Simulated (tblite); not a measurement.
Distances in Å between the heavy atoms of a computed structure (GFN2-xTB; lower triangle, same order across):
```
C1    0.00
C2    1.50  0.00
C3    2.49  1.38  0.00
N4    3.75  2.42  1.32  0.00
C5    4.31  2.81  2.28  1.31  0.00
F6    5.64  4.15  3.46  2.23  1.35  0.00
C7    4.09  2.66  2.83  2.42  1.38  2.33  0.00
P8    2.79  1.75  2.75  3.15  2.73  3.95  1.73  0.00
```

Hydrogens: 3 on C1, 1 on C3, 1 on C7.

Charge 0, singlet.

(1) Read off the bonds between heavy atoms and their formal orders.

(2) Which species is it?

(3) Which rings does it hold (smallest set)?

(4) Describe the place of each heavy atom.

Answers

(1) C1–C2 (single); C2–C3 (aromatic); C3–N4 (aromatic); N4–C5 (aromatic); C5–F6 (single); C5–C7 (aromatic); C7–P8 (aromatic); C2–P8 (aromatic). The orders are those of one drawing; other resonance forms can be drawn.

(2) `Cc1cnc(F)cp1`, C5H5FNP. Among its features: pyridine-type ring nitrogen and C–F bond.

(3) C2–C3–N4–C5–C7–P8 (6 members, 0.00 Å rms from planarity).

(4) C1: benzylic-type carbon; C2: substituted aromatic carbon; C3: aromatic CH next to a ring nitrogen; N4: pyridine-type nitrogen; C5: aromatic C–F carbon; F6: aryl fluorine; C7: aromatic CH carbon; P8: phosphorus bonded to 2 C.
